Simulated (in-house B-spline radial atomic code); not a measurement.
Rb. Computed with a B-spline radial atomic code. Model: all-electron spherical atom, spin shells full or empty, radial basis limit, no spin-orbit coupling: exact exchange with a local potential (Slater, KLI or optimised effective potential, whose far tail is KLI's), no correlation.

Empty minority-spin level lies below the highest occupied level: each spin potential is zero at infinity, spin occupations fixed.

The run also made RPA and GW results, which its time includes.

The Slater potential averages the orbital exchange potentials with the orbital densities as weights, KLI adds orbital constants, and the optimised effective potential minimises the exact-exchange energy among local potentials. So their energies lie above Hartree-Fock in the order OEP, KLI, Slater. All fall off as −1/r, unlike LDA and GGA exchange.

Command:
```bash
python run_gw.py task.json out
```
Settings (lengths in bohr, energies in hartree):
```
Z                      37
electrons              37
configuration          [Kr] 5s1
hamiltonian            nr
method                 slater
lmax                   9
spin_polarised         True
box_radius             40
intervals              80
ion_configuration      [Ar] 3d10 4s2 4p6
```

Time taken, with all properties: 8.7 s on 1 thread of Intel(R) Xeon(R) 6975P-C (Granite Rapids), on a shared host.

Given: hamiltonian non-relativistic; mean-field start Slater potential.

Computed: energy above Hartree-Fock 318.53 millihartree; virial ratio -E/T less 1 -0.013342.

```csv
radius (bohr),r times exchange potential up (hartree bohr),r times exchange potential down (hartree bohr)
0.00135,-0.051541,-0.051536
0.00172,-0.0656,-0.065595
0.00219,-0.083397,-0.083389
0.0028,-0.10636,-0.10635
0.00356,-0.1347,-0.13469
0.00454,-0.17075,-0.17074
0.00579,-0.21574,-0.21572
0.00738,-0.27111,-0.27109
0.0094,-0.33809,-0.33806
0.012,-0.41821,-0.41818
0.0153,-0.50957,-0.50953
0.0195,-0.60907,-0.60903
0.0248,-0.70924,-0.70919
0.0316,-0.80055,-0.80051
0.0403,-0.86633,-0.8663
0.0513,-0.89207,-0.89205
0.0654,-0.9027,-0.90265
0.0834,?,?
0.106,-1.1307,-1.1305
0.135,-1.2985,-1.2982
0.173,-1.4,-1.3998
0.22,-1.3719,-1.3719
0.28,-1.3307,-1.3304
0.357,-1.5062,-1.5051
0.455,-1.7397,-1.7387
0.58,-1.8344,-1.8341
0.739,-1.7156,-1.7173
0.942,-1.4153,-1.4152
1.2,-1.3294,-1.3197
1.53,-1.4202,-1.4108
1.95,?,?
2.49,-1.3047,-1.3722
3.17,-1.0401,-1.2658
4.04,-0.92296,-1.1672
5.15,-0.94976,-1.0962
6.56,-0.98251,-1.052
8.36,-0.99632,-1.0271
```

(1) What belongs in the row 0.0834?

(2) What belongs in the row 1.95?

| occupied | level (hartree) | Hartree-Fock level (hartree) |
| --- | --- | --- |
| 1s up | -547.8 | -551.46 |
| 1s down | -547.8 | -551.46 |
| 2s up | -73.29 | -75.05 |
| 2s down | -73.288 | -75.049 |
| 2p up | -66.929 | -67.906 |
| 2p down | -66.927 | -67.906 |
| 3s up | -11.348 | -12.134 |
| 3s down | -11.347 | -12.132 |
| 3p up | -8.9828 | -9.4878 |
| 3p down | -8.9818 | -9.4874 |
| 3d up | -4.6642 | -4.7323 |
| 3d down | ? | ? |
| 4s up | ? | ? |
| 4s down | -1.3836 | -1.5214 |
| 4p up | -0.81592 | -0.81069 |
| 4p down | -0.81965 | -0.80917 |
| 5s up | -0.17114 | -0.13811 |

(3) What belongs in the row 3d down?

(4) What belongs in the row 4s up?

| empty | level (hartree) |
| --- | --- |
| 5s down | -0.21105 |
| 4d down | -0.13494 |
| 5p down | -0.12478 |
| 4d up | -0.10403 |
| 5p up | -0.10082 |
| 6s down | ? |
| 6s up | -0.065857 |

(5) What belongs in the row 6s down?

Results:

(1) r times exchange potential up (hartree bohr): -0.97698; r times exchange potential down (hartree bohr): -0.97683.

(2) r times exchange potential up (hartree bohr): -1.4377; r times exchange potential down (hartree bohr): -1.4387.

(3) level (hartree): -4.6632; Hartree-Fock level (hartree): -4.732.

(4) level (hartree): -1.3847; Hartree-Fock level (hartree): -1.5255.

(5) level (hartree): -0.071372.

The highest level, 5s up, differs from Hartree-Fock by -0.9 eV and the deepest, 1s up, by +99.5 eV: the Slater potential lacks the response part and is deeper than the optimised one throughout, so the top level comes too deep.
